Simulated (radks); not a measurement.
Results of a calculation; reference values are marked as such.
These are the eigenvalues of the occupied orbitals of an atom or ion with whole-number occupations (Ry). Level of theory: scalar-relativistic Kohn-Sham, exchange-only PBE, spin-polarised, spherical densities, point nucleus (a radial shooting solver on a logarithmic mesh with Libxc functionals).

orbital  eigenvalue
1s up     -258.8602
1s down   -258.8595
2s up     -25.88401
2s down   -25.88314
2p up     -20.50566
2p down   -20.50493
3s up      -2.51425
3s down    -2.51026
3p up      -1.30500
3p down    -1.29804
4s up      -0.16883

Which element is it, and in what charge state? The configuration may be excited. Open shells, if any, are filled with parallel spins first.

Answer. Z = 19, potassium, charge 0: K in [Ar] 4s1. The list shows which subshells hold electrons but not how many an open one holds; the 1s level, -129.43 hartree, gives Z - s = 16.1 by -(Z - s)^2/2, which with screening and relativity narrows Z to a few neighbours, and the depths of the outer levels then fix element, charge and occupations together.
